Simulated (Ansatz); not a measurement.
Total energies of `BN=C=C`.

```xyz
8

B    -1.904   -0.172    0.349
N    -0.554   -0.050    0.101
C     0.617    0.056   -0.113
C     1.899    0.172   -0.348
H    -2.310   -1.200    0.801
H    -2.615    0.755    0.101
H     2.568   -0.651   -0.134
H     2.297    1.090   -0.757
```

Charge 0, multiplicity 1. Geometry: relaxed with PBE0-D4/def2-TZVP. Basis def2-TZVPP, Ansatz 0.2.0.

RPA on PBE orbitals: Hartree–Fock energy of these orbitals -157.18555 Eh, correlation -1.00325 Eh (frozen core).

```json
{"functional": "PBE", "energy without D4 (Eh)": "-158.03904", "D4 term (kJ/mol)": "-10.8"}
{"functional": "revPBE", "energy without D4 (Eh)": "-158.20892", "D4 term (kJ/mol)": "-37.6"}
{"functional": "BLYP", "energy without D4 (Eh)": "-158.19818", "D4 term (kJ/mol)": "-24.3"}
{"functional": "r2SCAN", "energy without D4 (Eh)": "-158.15290", "D4 term (kJ/mol)": "-2.7"}
{"functional": "B97M-V", "energy without D4 (Eh)": "-158.25442", "D4 term (kJ/mol)": "–"}
{"functional": "PBE0", "energy without D4 (Eh)": "-158.04895", "D4 term (kJ/mol)": "-9.0"}
{"functional": "r2SCANh", "energy without D4 (Eh)": "-158.14357", "D4 term (kJ/mol)": "-2.8"}
{"functional": "r2SCAN0", "energy without D4 (Eh)": "-158.13051", "D4 term (kJ/mol)": "-3.1"}
{"functional": "BHLYP", "energy without D4 (Eh)": "-158.15571", "D4 term (kJ/mol)": "-12.1"}
{"functional": "CAM-B3LYP", "energy without D4 (Eh)": "-158.16231", "D4 term (kJ/mol)": "-9.0"}
{"functional": "ωB97X-V", "energy without D4 (Eh)": "-158.19423", "D4 term (kJ/mol)": "–"}
{"functional": "ωB97M-V", "energy without D4 (Eh)": "-158.17666", "D4 term (kJ/mol)": "–"}
{"functional": "B2PLYP", "energy without D4 (Eh)": "-158.11040", "D4 term (kJ/mol)": "–"}
{"functional": "PBE-QIDH", "energy without D4 (Eh)": "-158.01609", "D4 term (kJ/mol)": "–"}
```

(1) Give the same for LDA (SPW92), B3LYP, HSE06 (plane-wave form), LC-ωPBE. (An estimate is asked.)

B3LYP takes the VWN-RPA correlation (the form of Gaussian; ORCA's B3LYP/G). HSE06 is the plane-wave form, built on full-range PBE exchange. The double hybrids freeze the cores in their second-order part.

Results:

(1) The calculation gave: 
```
             functional  energy without D4 (Eh)  D4 term (kJ/mol)
            LDA (SPW92)              -156.78601                 –
                  B3LYP              -158.26377             -17.2
HSE06 (plane-wave form)              -158.04005              -8.3
                LC-ωPBE              -158.12219                 –
```

LC-ωPBE has ω = 0.4 bohr⁻¹.
